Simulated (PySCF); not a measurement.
# Shifts of the heteroatoms

Atom-mapped SMILES (the numbers label the heavy atoms): `[CH3:1][C:2](=[O:3])[C:4]([F:5])([F:6])[F:7]`. Each H is labelled by its parent atom.

- spin–spin couplings from B3LYP/pcJ-1 (spin–dipole term only in couplings to heteroatoms)
- GFN2-xTB geometry
- GIAO PBE0/pcSseg-1 shieldings
- program: PySCF
- one conformer, in vacuum, no relativistic terms, fast rotation and ring inversion assumed for equivalent nuclei

Q: Predict the 19F NMR data.

A: 
```json
{"atoms": "F5/F6/F7", "environment": "fluorine of a CF3 group", "σ (ppm)": "265.7", "δ (ppm)": "-79.1"}
```

Shieldings were converted by a linear fit to measured shifts: 19F (scatter 6.0 ppm rms, 7.0 ppm with the 5 outliers that the fit left out vs CFCl3, solution or neat liquid, with a term for F on sp3 carbon). A few per cent of atoms miss by over 2 rms, more outside the fitted compound classes. Couplings are scaled by factors fitted to measured values: 2J(H,H) × 0.95 (rms 1.3 Hz), 1J(C,F) × 0.77 (rms 8.7 Hz), 2J(C,F) × 1.14 (rms 1.9 Hz, 10.1 with 1 outliers), 3J(C,F) × 1.46 (rms 1.5 Hz); all others are unscaled and can be 10–30 % off.

Couplings (the largest are listed; each averaged over equivalent pairs): 1J(C4,F5) = -282.6 Hz, 2J(F5,F6) = 72.8 Hz, 2J(C2,F5) = 38.6 Hz, 3J(C1,F5) = -1.0 Hz.

On a 500 MHz spectrometer 19F resonates near 470.5 MHz, so 1 ppm is 470.5 Hz.

Q: Predict the 17O NMR data.

A: 
| atoms | environment | σ (ppm) | δ (ppm) |
| --- | --- | --- | --- |
| O3 | ketone oxygen | -338.8 | 575.3 |

Shieldings were converted by a linear fit to measured shifts: 17O (scatter 10.7 ppm rms, 12.2 ppm with the 3 outliers that the fit left out vs liquid water, solution or neat liquid). A few per cent of atoms miss by over 2 rms, more outside the fitted compound classes. Couplings are scaled by factors fitted to measured values: 2J(H,H) × 0.95 (rms 1.3 Hz), 1J(C,F) × 0.77 (rms 8.7 Hz), 2J(C,F) × 1.14 (rms 1.9 Hz, 10.1 with 1 outliers), 3J(C,F) × 1.46 (rms 1.5 Hz); all others are unscaled and can be 10–30 % off.

Couplings (the largest are listed; each averaged over equivalent pairs; quadrupolar broadening usually hides them): 1J(C2,O3) = 33.3 Hz, 2J(O3,C4) = -5.0 Hz, 3J(O3,H(C1)) = -2.1 Hz.

On a 400 MHz spectrometer 17O resonates near 54.2 MHz, so 1 ppm is 54.2 Hz.
